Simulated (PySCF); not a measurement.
C4H5NO2S2.
Bonds: C1–S2, S2–O3 (double), S2–O4 (double), S2–C5, C5–C6 (aromatic), C6–N7 (aromatic), N7–S8 (aromatic), S8–C9 (aromatic), C5–C9 (aromatic). Hydrogens: H10, H11, H12 on C1; H13 on C6; H14 on C9.

Level: CAM-B3LYP/def2-SVPD in PySCF, non-relativistic, on one gas-phase PBE0-D3(BJ)/def2-SVP geometry that isn't relaxed in the solvent. The solvent is an IEF-PCM continuum (van der Waals radii × 1.2), and excitations are vertical TDDFT with non-equilibrium linear response and a frozen core. Only the electrostatic response of the medium enters.

Gas-phase singlets (H = HOMO, L = LUMO):

```json
{"state": "S1", "E (eV)": "5.635", "λ (nm)": "220", "f": "0.003", "leading configurations": "H-1→L 29%, H-2→L 25%"}
{"state": "S2", "E (eV)": "5.716", "λ (nm)": "217", "f": "0.155", "leading configurations": "H→L 88%"}
{"state": "S3", "E (eV)": "6.252", "λ (nm)": "198", "f": "0.018", "leading configurations": "H-1→L 55%, H-2→L 32%"}
{"state": "S4", "E (eV)": "6.416", "λ (nm)": "193", "f": "0.001", "leading configurations": "H→L+2 44%, H→L+1 29%"}
{"state": "S5", "E (eV)": "6.504", "λ (nm)": "191", "f": "0.005", "leading configurations": "H-3→L 33%, H-2→L 27%"}
```

Problem. Give the list for chloroform (ε = 4.711), n² = 2.09.

Solution. 
| state | E (eV) | λ (nm) | f | leading configurations | change by rank (eV) |
| --- | --- | --- | --- | --- | --- |
| S1 | 5.658 | 219 | 0.222 | H→L 92% | +0.023 |
| S2 | 5.780 | 215 | 0.004 | H-2→L 46%, H-3→L 24% | +0.064 |
| S3 | 6.249 | 198 | 0.033 | H-1→L 80%, H-2→L 10% | -0.003 |
| S4 | 6.442 | 192 | 0.001 | H→L+2 76% | +0.026 |
| S5 | 6.651 | 186 | 0.003 | H-3→L 41%, H-2→L 33% | +0.147 |

Problem. Give the list for tetrahydrofuran (ε = 7.426), n² = 1.97.

Solution. 
| state | E (eV) | λ (nm) | f | leading configurations | change by rank (eV) |
| --- | --- | --- | --- | --- | --- |
| S1 | 5.665 | 219 | 0.217 | H→L 92% | +0.030 |
| S2 | 5.805 | 214 | 0.004 | H-2→L 47%, H-3→L 25% | +0.089 |
| S3 | 6.258 | 198 | 0.032 | H-1→L 82% | +0.006 |
| S4 | 6.449 | 192 | 0.001 | H→L+2 79% | +0.033 |
| S5 | 6.675 | 186 | 0.003 | H-3→L 42%, H-2→L 33% | +0.171 |

Problem. The ground-state energy changes by -0.442 eV from gas to tetrahydrofuran. By how much does the total energy of gas-phase S2 change?

Solution. E(S2) = E(S0) + excitation energy, so it changes by -0.442 − 0.051 = -0.493 eV: it is lowered more than the ground state, which is what a red shift means. This is the vertical state, with the slow part of the continuum still set for S0.

Problem. How do the frontier levels move from gas to tetrahydrofuran?

Solution. 
```json
{"orbital": "LUMO+2", "gas (eV)": "0.65", "solvent (eV)": "0.91", "change (eV)": "+0.26", "Löwdin shares, gas": "S8 45 %, N7 12 %, C6 9 %, C9 7 %", "Löwdin shares, solvent": "S8 67 %, N7 11 %, C9 8 %"}
{"orbital": "LUMO+1", "gas (eV)": "0.53", "solvent (eV)": "0.79", "change (eV)": "+0.26", "Löwdin shares, gas": "S8 34 %, S2 12 %, C6 9 %, N7 9 %", "Löwdin shares, solvent": "S2 17 %, C6 17 %, S8 12 %, N7 12 %"}
{"orbital": "LUMO", "gas (eV)": "-0.80", "solvent (eV)": "-0.55", "change (eV)": "+0.25", "Löwdin shares, gas": "C9 28 %, S8 23 %, N7 16 %, C5 14 %", "Löwdin shares, solvent": "C9 29 %, S8 23 %, N7 16 %, C5 13 %"}
{"orbital": "HOMO", "gas (eV)": "-9.64", "solvent (eV)": "-9.42", "change (eV)": "+0.22", "Löwdin shares, gas": "S8 41 %, C5 19 %, C6 15 %, C9 8 %", "Löwdin shares, solvent": "S8 43 %, C5 18 %, C6 16 %, C9 8 %"}
{"orbital": "HOMO-1", "gas (eV)": "-10.04", "solvent (eV)": "-9.90", "change (eV)": "+0.14", "Löwdin shares, gas": "N7 22 %, O3 16 %, C9 14 %, C5 11 %", "Löwdin shares, solvent": "N7 28 %, C9 25 %, C5 16 %, C6 10 %"}
{"orbital": "HOMO-2", "gas (eV)": "-10.21", "solvent (eV)": "-10.13", "change (eV)": "+0.08", "Löwdin shares, gas": "N7 27 %, C9 14 %, C5 14 %, O3 10 %", "Löwdin shares, solvent": "N7 24 %, O3 18 %, O4 13 %, C5 11 %"}
{"orbital": "HOMO-3", "gas (eV)": "-10.48", "solvent (eV)": "-10.53", "change (eV)": "-0.05", "Löwdin shares, gas": "O3 36 %, O4 30 %, N7 9 %, S2 6 %", "Löwdin shares, solvent": "N7 24 %, O3 22 %, O4 21 %, S8 6 %"}
```

The HOMO–LUMO gap goes from 8.84 to 8.87 eV. Rows go by rank; for HOMO-3, HOMO-2, HOMO-1, LUMO+1 and LUMO+2 the atom shares or the degeneracy differ between the runs, so the row needn't follow one orbital.

Shape of the structure used: `[CH3:1][S:2](=[O:3])(=[O:4])[c:5]1[cH:6][n:7][s:8][cH:9]1`: C1–S2–C5–C6 84°.
